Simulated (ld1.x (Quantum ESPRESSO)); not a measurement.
## Ag (Z = 47), PAW: configuration errors across variants

| Item | Value |
| --- | --- |
| Element | silver (Ag) |
| Generator | ld1.x (Quantum ESPRESSO) 7.5 |
| Type | PAW |
| Functional | PBEsol |
| Relativity | scalar-relativistic |
| Frozen core | [Kr] |
| Valence charge | 11 |
| Reference configuration | 4d10 5s0 5p0 (charge +1) |
| Partial waves | 5s (bound, empty): rcut 2.35, rcutus 2.85 bohr; 5s channel at 0.1 Ry: rcut 2.35, rcutus 2.85 bohr; 5p (bound, empty): rcut 2.05, rcutus 2.25 bohr; 5p channel at 0.3 Ry: rcut 2.05, rcutus 2.25 bohr; 4d (bound): rcut 1.60, rcutus 1.95 bohr; 4d channel at 0.85 Ry: rcut 1.60, rcutus 1.95 bohr |
| Local potential | all-electron potential smoothed inside 1.80 bohr (lloc = -1) |
| Core correction | Bessel-smoothed model core inside 1.30 bohr |
| Augmentation charge | PSQ, inside the norm-conserving radii |

All-electron excitation energies from the reference (eV): (1) 4d10 5s1 5p0 -7.745; (2) 4d9 5s0 5p0 22.113; (3) 4d8 5s0 5p0 58.295; (4) 4d9 5s1 5p0 5.419; (5) 4d10 5s0 5p1 -3.816; (6) 4d9 5s1 5p1 0.862; (7) 4d10 5s0.5 5p0 -4.726.

The overlap operator is not positive definite (basis up to 400 Ry) in “waves 5s (bound): rcut 1.78, rcutus 1.88 bohr; 5s channel at 0.1 Ry: rcut 1.78, rcutus 1.88 bohr”. Such files are unfit for use, however small their errors in these radial tests.

Tests that are not counted but printed errors over 1 eV. “waves 5s (bound): rcut 1.78, rcutus 1.88 bohr; 5s channel at 0.1 Ry: rcut 1.78, rcutus 1.88 bohr”: 4d10 5s1 5p0 (solver errors, printed error -3.3 eV); 4d9 5s1 5p0 (solver errors, printed error -4.0 eV).

1 further variants failed, have other tests or another functional or relativity, and are left out.

A true bound ghost makes a file unfit for plane-wave use even where its test errors are small: the radial tests pick states by their node count and pass the ghost by. Where a test does run into it, the solver fails or the error is huge.

Errors AE − PS in meV (a dash: test not solved or not reliable):

| change | (1) | (2) | (3) | (4) | (5) | (6) | (7) | bound ghosts |
| --- | --- | --- | --- | --- | --- | --- | --- | --- |
| base | -5.1 | -63 | -369 | -62 | +0.3 | -67 | -0.5 | p, s |
| all radii but the core radius scaled by about 1.31 (s 3.74, p 2.96, d 2.56 bohr, rcut 3.08/2.68/2.10); local potential all-electron potential smoothed inside 2.36 bohr (lloc = -1) | -3.9 | -74 | -481 | -38 | -1.1 | -46 | -1.1 | none |
| wave 4d channel at 0.85 Ry: rcut 1.60, rcutus 1.95 bohr becomes 4d channel at -0.6 Ry: rcut 1.60, rcutus 1.95 bohr | -5.1 | -63 | -366 | -70 | +0.3 | -74 | -0.5 | p, s |
| waves 5p (bound): rcut 2.05, rcutus 2.38 bohr; 5p channel at 0.3 Ry: rcut 2.05, rcutus 2.38 bohr | -5.1 | -63 | -369 | -62 | +0.3 | -65 | -0.5 | s |
| waves 5s (bound): rcut 1.78, rcutus 1.88 bohr; 5s channel at 0.1 Ry: rcut 1.78, rcutus 1.88 bohr | – | -63 | -369 | – | +0.3 | – | – | p (s not tested, overlap not positive) |

(1) Give the same row for: type ultrasoft; local potential all-electron potential smoothed inside 2.00 bohr (lloc = -1); augmentation built from norm-conserving waves at rcut, not smoothed further.

Results:

(1) –, –, –, –, –, –, –; bound ghosts: not determined.
